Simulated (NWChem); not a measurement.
# Run times for C2H3Cl2Si (SMILES [H]/[C]=C/[SiH](Cl)Cl)

C2H3Cl2Si has 8 atoms, charge 0, and is taken as a doublet. SMILES: `[H]/[C]=C/[SiH](Cl)Cl`. Geometry: relaxed at PBE0-D4/def2-TZVP. This is one conformer, not always the lowest.

```csv
atom,x (Å),y (Å),z (Å)
C,-0.4672,1.5498,0.6593
C,-0.1936,0.2791,0.7379
Si,0.3016,-0.6358,-0.7911
Cl,-1.0131,-2.1666,-1.1309
Cl,2.1641,-1.4435,-0.5346
H,-0.7725,2.3764,1.2856
H,-0.2496,-0.2621,1.6890
H,0.3225,0.2456,-1.9711
```

Program: NWChem 7.3.0. Hardware: 1 thread of AMD EPYC 9R45 (Zen 5), shared host, so times are rough. Two-electron integrals are exact unless an approximation is named.

(1) Estimate their order by wall time, quickest first.
A. energy of the singlet cation at HF/STO-3G
B. gradient at UB3LYP/6-31G* (Cartesian functions), grid fine
C. energy of the singlet cation at MP2/def2-SVP, 17 core orbitals frozen
D. energy of the singlet cation at CCSD(T)/def2-SVP, 17 core orbitals frozen

Results:

(1) A (3.6 s), C (13 s), B (38 s), D (3 min).
